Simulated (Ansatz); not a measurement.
Basis-set series for `[NH3+][Cu-][OH]`. The species carries charge 0 and has multiplicity 1. Geometry: relaxed with PBE0-D4/def2-TZVP. It is one conformer, not always the lowest.

```xyz
7

N    -0.551   -0.333   -1.054
Cu    0.270    0.309    0.562
O     0.990    1.025    2.025
H     0.059   -0.973   -1.552
H    -0.764    0.436   -1.683
H    -1.420   -0.822   -0.864
H     1.417    0.359    2.567
```

| functional | basis | functions | energy (Eh) | HOMO (eV) | LUMO (eV) |
| --- | --- | --- | --- | --- | --- |
| PBE0-D4 | def2-TZVPP | 182 | -1772.62249 | -5.70 | -0.54 |
| PBE0-D4 | def2-QZVPP | 334 | -1772.67402 | -5.81 | -0.91 |
| ωB97M-V | def2-TZVPP | 182 | -1772.86934 | -8.20 | 0.80 |
| ωB97M-V | def2-QZVPP | 334 | -1772.91950 | -8.32 | 0.08 |

**Question.** Give the rows for def2-SVP. (An estimate is asked.)

**Answer.** Computed: 
```tsv
functional	basis	functions	energy (Eh)	HOMO (eV)	LUMO (eV)
PBE0-D4	def2-SVP	79	-1772.20321	-4.96	-0.20
ωB97M-V	def2-SVP	79	-1772.44468	-7.42	1.06
```

Positive LUMOs are unbound and depend on the basis. Scalar relativity is left out up to krypton.
